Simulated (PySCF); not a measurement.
**Energy profile**

The step: GeH₄O ([OH][GeH3]) + HBr → GeH₃Br ([GeH3][Br]) + H₂O; bonds formed: Ge1–Br7, O2–H6; bonds broken: Ge1–O2, H6–Br7 (atoms numbered as in the saddle structure below).

Ge1  (-0.395, -0.043, -0.761)
O2  (0.033, -0.407, 1.211)
H3  (0.149, -1.157, -1.646)
H4  (-1.836, -0.453, -0.329)
H5  (-0.527, 1.383, -1.297)
H6  (0.951, -0.008, 1.256)
Br7  (2.187, 0.687, -0.285)
H8  (-0.564, -0.002, 1.852)
(Å)

Electronic energies by CCSD(T) at an estimated basis limit (MP2 extrapolated from triple and quadruple zeta, plus CCSD(T) − MP2 in triple zeta), on PBE0-D4/def2-TZVP structures; GeH$_{5}$BrO, closed shell; no counterpoise correction. PySCF 2.14 with density fitting (its default auxiliary sets; JK sets also for MP2 and CCSD(T)); basis: def2-TZVPP and def2-QZVPP; cores frozen in the correlated methods. Filled d shells of the heavier atoms are correlated. The def2 sets are not built for correlating such inner shells, so the correlated values are less sure here. Extrapolation: Hartree–Fock as exp(−7.88 √X), correlation as X^−2.97.

Give the profile in kJ/mol, counted from the separated reactants. (To be estimated.)

Computed:
```csv
point,kJ/mol
"separated: GeH$_{4}$O (linked as [OH][GeH3]; Ge1, O2, H3, H4, H5, H8; singlet) + HBr (H6, Br7; singlet)",0.0
start structure,-23.7
saddle,28.7
end structure,-78.6
"separated: GeH$_{3}$Br (linked as [GeH3][Br]; Ge1, H3, H4, H5, Br7; singlet) + H$_{2}$O (O2, H6, H8; singlet)",-63.6
```

No T1 diagnostic of these runs exceeds 0.012.

For scale, one of the runs: CCSD(T)/def2-TZVPP, 197 basis functions, launched by `OMP_NUM_THREADS=4 python run.py`. Hardware: 4 CPU threads of an Intel Xeon 6975P-C, shared host. Wall time 4.9 min; peak host memory 3.4 GiB.
